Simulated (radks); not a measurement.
Results of a calculation; reference values are marked as such.
Problem. Fe4+, 22 electrons, occupied as [Ar] 3d4 (the NIST ground configuration). Level of theory: scalar-relativistic Kohn-Sham, LDA (Slater exchange, VWN5 correlation), spin-polarised, spherical densities, finite nucleus; open shells are filled with parallel spins first; Fermi nuclear charge, rms radius 3.7377 fm (a radial shooting solver on a logarithmic mesh with Libxc functionals). Some entries of the table are withheld. Estimate them.

orbital,occ.,eigenvalue (hartree),r(max) (bohr)
1s up,1,-258.8446,0.03834
1s down,1,-258.8440,0.03834
2s up,1,-32.35180,0.2230
2s down,1,-32.25816,0.2227
2p up,3,-27.93240,0.1799
2p down,3,-27.86009,0.1797
3s up,1,-5.65617,0.6957
3s down,1,-5.47064,0.6970
3p up,3,-4.40121,0.7038
3p down,3,-4.21995,0.7059
3d up,4,-2.40794,(1)
3d down,0,-2.23224,(2)
4s up,0,-1.62919,1.868
4s down,0,-1.56385,1.905
4p up,0,-1.31586,2.064
4p down,0,-1.26279,2.119

Solution. 
(1) 3d up r(max) (bohr): 0.6700
(2) 3d down r(max) (bohr): 0.6777
